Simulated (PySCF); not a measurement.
## `N[Si]1(N)CC[C@@H]1F` in a uniform electric field

Species: C₃H₉FN₂Si.
Structure used (GFN2-xTB), in Å, numbered top down from 1:
```
atom  x, y, z in Å
N1     1.241    1.743   -0.421
Si2    0.689    0.164   -0.019
N3     2.089   -0.708    0.476
C4    -0.666   -0.501   -1.201
C5    -1.722   -0.469   -0.077
C6    -0.837   -0.130    1.135
F7    -1.314    0.976    1.831
H8     0.545    2.443   -0.621
H9     1.965    2.138    0.157
H10    2.936   -0.561   -0.048
H11    1.996   -1.680    0.720
H12   -0.936    0.109   -2.059
H13   -0.496   -1.511   -1.568
H14   -2.444    0.331   -0.231
H15   -2.266   -1.405    0.038
H16   -0.788   -0.931    1.877
```

Level: PBE0/def2-SVPD (PySCF); nuclei fixed, core orbitals frozen in the response. Permanent dipole (1.398, -1.111, -1.212) D (1 au = 2.5417 D). Static polarisability (au):

```
x   82.98  3.41  0.77
y    3.41 71.72 -0.12
z    0.77 -0.12 71.38
```

Only the terms in μ and α are kept: μ(F) = μ + αF and ΔE = −μ·F − ½ F·αF.

(1) What do fields of 0.103 V/Å (0.002 au) along the six axis directions do?

(2) For the field (0.0012, 0.0014, -0.0004) au, what is the induced dipole, and what angle does it make with the field?

(3) At what field along the permanent dipole would the induced dipole along it equal the permanent one, in this linear picture?

(4) What field makes μF equal to kT at 200 K?

(5) Induction energy −ᾱe²/2R⁴ of a unit charge at 12 Å, the molecule taken as a point?

## Answers

(1) 
| field along | induced x (D) | induced y (D) | induced z (D) | total size (D) | −μ·F (kJ/mol) | −½F·αF (kJ/mol) |
| --- | --- | --- | --- | --- | --- | --- |
| +x | 0.422 | 0.017 | 0.004 | 2.443 | -2.888 | -0.436 |
| −x | -0.422 | -0.017 | -0.004 | 1.925 | +2.888 | -0.436 |
| +y | 0.017 | 0.365 | -0.001 | 2.008 | +2.295 | -0.377 |
| −y | -0.017 | -0.365 | 0.001 | 2.356 | -2.295 | -0.377 |
| +z | 0.004 | -0.001 | 0.363 | 1.980 | +2.504 | -0.375 |
| −z | -0.004 | 0.001 | -0.363 | 2.378 | -2.504 | -0.375 |

(2) αF = (0.264, 0.266, -0.071) D, at 4.5° to the field. The polarisability along this direction, F·αF/F², is 79.31 au, against a mean of 75.36 au.

(3) The polarisability along the dipole is 73.43 au, so F = 0.8491 au / 73.43 au = 0.0116 au = 0.59 V/Å; higher-order terms are ignored.

(4) kT = 0.6334 × 10⁻³ Eh, so F = 0.000746 au = 3.84 MV/cm.

(5) R = 22.68 bohr, so the energy is −75.4/(2 × 22.68⁴) Eh = -0.374 kJ/mol. The charge–dipole term at its most favourable orientation, −μe/R², is -4.34 kJ/mol.

Isolated species at its GFN2-xTB geometry (one conformer only).

These values come from a run that also computed excited states. Time: 44 s; peak memory 0.88 GiB. Hardware: an Arm Neoverse V1 with one thread, shared host with 32 logical CPUs at a one-minute load of 20.
